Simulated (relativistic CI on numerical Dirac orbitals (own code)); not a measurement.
Radial Dirac CI calculation of B I.

Command:

```sh
python run_levels.py task.json out
```

Input:

```
atom B  Z=5  charge=0  electrons=5
nucleus A=11  rms_radius_fm=3.1278
hamiltonian dirac-coulomb  breit=on  qed=on  c_scale=10
orbitals kli  potential=per-configuration
slater_scale 1
correlation none
mixing on
grid step=0.0125 r_max=102.8
scf mixing=0.4 start=thomas-fermi max_iterations=150 tolerance=2e-08 node_fill=0.05
configurations
  [He] 2s2 2p
  [He] 2s 2p2
  [He] 2s2 3s
end
```

Output:

```
SCF 1: [He] 2s2 2p
 iter      energy (Ha)   residual   last orbital (Ha)
    1       -23.995007   7.86e-01     -0.13139
    2       -24.438787   3.06e-01     -0.21904
    3       -24.525241   4.05e-02     -0.29900
    4       -24.527372   9.62e-03     -0.30725
    5       -24.527665   1.22e-03     -0.30476
    6       -24.527677   3.22e-04     -0.30397
    7       -24.527679   4.59e-05     -0.30411
    8       -24.527678   3.19e-06     -0.30405
    9       -24.527678   1.27e-07     -0.30405
   10       -24.527678   8.03e-09     -0.30405
SCF 2: [He] 2s 2p2
 iter      energy (Ha)   residual   last orbital (Ha)
    1       -23.707642   8.24e-01     -0.13139
    2       -24.244795   2.89e-01     -0.23974
    3       -24.328821   4.73e-02     -0.30435
    4       -24.332550   8.84e-03     -0.30375
    5       -24.333011   1.45e-03     -0.29494
    6       -24.333025   1.88e-04     -0.29475
    7       -24.333022   3.10e-05     -0.29497
    8       -24.333022   2.53e-06     -0.29492
    9       -24.333022   6.14e-07     -0.29492
   10       -24.333022   6.99e-09     -0.29493
SCF 3: [He] 2s2 3s
 iter      energy (Ha)   residual   last orbital (Ha)
    1       -23.872985   8.18e-01     -0.08634
    2       -24.250789   3.53e-01     -0.10583
    3       -24.346215   5.30e-02     -0.11541
    4       -24.350748   7.04e-03     -0.11473
    5       -24.351051   1.24e-03     -0.11369
    6       -24.351069   3.56e-04     -0.11360
    7       -24.351070   9.02e-06     -0.11363
    8       -24.351070   4.21e-06     -0.11363
    9       -24.351070   2.09e-08     -0.11363
   10       -24.351070   2.44e-09     -0.11363
orbital energies (Ha): 1s -6.9188  2s -0.5203  2p1/2 -0.3041  2p3/2 -0.3041
configuration averages (Ha): Dirac-Coulomb, Breit, QED
  2s2 2p                         -24.527678    0.000015    0.000778
  2s 2p2                         -24.333022    0.000015    0.000761
  2s2 3s                         -24.351070    0.000015    0.000788
levels: no., configuration, term, J, E (cm-1), weight
   1 2s2 2p                 2P*  1/2              0.0  1.00
   2 2s2 2p                 2P*  3/2              0.2  1.00
   3 2s 2p2                 4P   1/2          17873.1  1.00
   4 2s 2p2                 4P   3/2          17873.1  1.00
   5 2s 2p2                 4P   5/2          17873.2  1.00
   6 2s2 3s                 2S   1/2          38681.4  1.00
   7 2s 2p2                 2D   3/2          47652.6  1.00
   8 2s 2p2                 2D   5/2          47652.6  1.00
   9 2s 2p2                 2S   1/2          62541.6  1.00
  10 2s 2p2                 2P   1/2          77593.5  1.00
  11 2s 2p2                 2P   3/2          77593.6  1.00
lowest total energy -24.526886 Ha
end: converged
```

Against the reference input this run has: start potential thomas-fermi, nuclear radius 3.1278 fm, speed of light × 10. The reference run ends at -24.532812 Ha with Breit and QED terms. With a changed speed of light or nuclear radius the levels are not those of the real ion, and the QED model is not rescaled.

With so few configurations and no correlation, terms lie too far apart (by 10 to 50 % or more near neutrality), their order can be wrong, and levels of other configurations are missing.
